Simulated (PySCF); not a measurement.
**`C[C@@H]1O[C@@H](F)C[C@@H]1Cl`, C5H8ClFO**

Geometry:
```json
{"atom": "C1", "x (Å)": "1.799", "y (Å)": "0.104", "z (Å)": "-0.808"}
{"atom": "C2", "x (Å)": "0.852", "y (Å)": "-0.269", "z (Å)": "0.325"}
{"atom": "O3", "x (Å)": "0.061", "y (Å)": "-1.396", "z (Å)": "-0.086"}
{"atom": "C4", "x (Å)": "-1.274", "y (Å)": "-1.122", "z (Å)": "0.022"}
{"atom": "F5", "x (Å)": "-1.745", "y (Å)": "-1.554", "z (Å)": "1.260"}
{"atom": "C6", "x (Å)": "-1.435", "y (Å)": "0.392", "z (Å)": "-0.047"}
{"atom": "C7", "x (Å)": "-0.176", "y (Å)": "0.824", "z (Å)": "0.699"}
{"atom": "Cl8", "x (Å)": "0.336", "y (Å)": "2.465", "z (Å)": "0.271"}
{"atom": "H9", "x (Å)": "1.244", "y (Å)": "0.476", "z (Å)": "-1.665"}
{"atom": "H10", "x (Å)": "2.347", "y (Å)": "-0.785", "z (Å)": "-1.107"}
{"atom": "H11", "x (Å)": "2.501", "y (Å)": "0.864", "z (Å)": "-0.478"}
{"atom": "H12", "x (Å)": "1.434", "y (Å)": "-0.569", "z (Å)": "1.204"}
{"atom": "H13", "x (Å)": "-1.837", "y (Å)": "-1.701", "z (Å)": "-0.718"}
{"atom": "H14", "x (Å)": "-1.408", "y (Å)": "0.723", "z (Å)": "-1.085"}
{"atom": "H15", "x (Å)": "-2.354", "y (Å)": "0.730", "z (Å)": "0.426"}
{"atom": "H16", "x (Å)": "-0.353", "y (Å)": "0.826", "z (Å)": "1.777"}
```

Method used: TDDFT LC-wPBE/def2-SVPD circular dichroism and optical rotation, one conformer, gas phase (PySCF 2.14.0). Geometry: GFN2-xTB.

Q: Draw the ECD and absorption spectra from the lowest 16 states, each a Gaussian of half-width 0.2 eV at 1/e height.

A: 
```
E (eV)  λ (nm)  Δε (L mol⁻¹ cm⁻¹)  ε (L mol⁻¹ cm⁻¹)
  7.16     173               0.00             0.234
  7.26     171              +0.01              2.26
  7.36     168              +0.05              13.4
  7.46     166              +0.16              48.4
  7.56     164              +0.33               107
  7.66     162              +0.40               147
  7.76     160              +0.29               123
  7.86     158              +0.12              64.2
  7.96     156              +0.03              20.7
  8.06     154               0.00              4.14
  8.16     152               0.00             0.533
  8.26     150              +0.01             0.444
  8.36     148              +0.07              5.56
  8.46     147              +0.60              46.5
  8.56     145              +3.06               239
  8.66     143              +9.55               776
  8.76     142             +18.73              1720
  8.86     140             +24.38              3020
  8.96     138             +22.52              4700
  9.06     137             +12.98              6040
  9.16     135              -2.99              5730
  9.26     134             -17.26              4020
  9.36     132             -19.97              2540
  9.46     131             -10.53              2260
  9.56     130              +6.10              3050
  9.66     128             +21.76              4510
  9.76     127             +25.09              6110
  9.86     126             +17.48              6780
  9.96     125             +18.13              6660
 10.06     123             +37.25              7340
 10.16     122             +56.47              8440
```
Δε uses R in velocity form, ε uses f in length form. Only the states computed contribute, so the short-wavelength end is incomplete.
